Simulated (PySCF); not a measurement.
# SMILES c1ccc([Se]C)c(C=O)c1, C$_{8}$H$_{8}$OSe

Geometry (Å), atoms numbered from 1 in this order:
```xyz
18

C     3.9521    0.0154    0.5807
Se    2.6768    1.4802    0.4802
C     1.0999    0.4682    0.1829
C     1.1105   -0.9318    0.0986
C    -0.0633   -1.6462   -0.1205
C    -1.2892   -0.9932   -0.2632
C    -1.3163    0.3907   -0.1819
C    -0.1453    1.1289    0.0381
C    -0.2524    2.5872    0.1124
O     0.6830    3.3334    0.2977
H     4.9233    0.5000    0.7535
H     4.0038   -0.5496   -0.3603
H     3.7399   -0.6574    1.4231
H     2.0441   -1.4833    0.2041
H    -0.0159   -2.7366   -0.1804
H    -2.2057   -1.5608   -0.4347
H    -2.2601    0.9339   -0.2890
H    -1.2881    2.9902   -0.0165
```

Method: PySCF, quadratic response CAM-B3LYP/aug-cc-pVDZ first hyperpolarisability, Taylor convention, gas phase. Geometry: PBE0-D3(BJ)/def2-SVP.

The calculation is non-relativistic, which matters for the atoms heavier than Zn.

Problem. Give the tensor of the second harmonic β(−2ω;ω,ω) at 1907 nm in the axes of these coordinates.

Solution. In au, Taylor convention; rows are the first index (the induced dipole):
|  | xx | yy | zz | xy | xz | yz |
| --- | --- | --- | --- | --- | --- | --- |
| x | +516.4 | +69.3 | -18.1 | +101.8 | +93.1 | +24.5 |
| y | +103.1 | -166.7 | -15.3 | +70.1 | +24.6 | +2.6 |
| z | +92.8 | +2.5 | -15.5 | +24.4 | -15.7 | -15.5 |

Norm of βᵢ = ⅓ Σⱼ (βᵢⱼⱼ + βⱼᵢⱼ + βⱼⱼᵢ): 580.9 au, hyper-Rayleigh value 247.0 au.
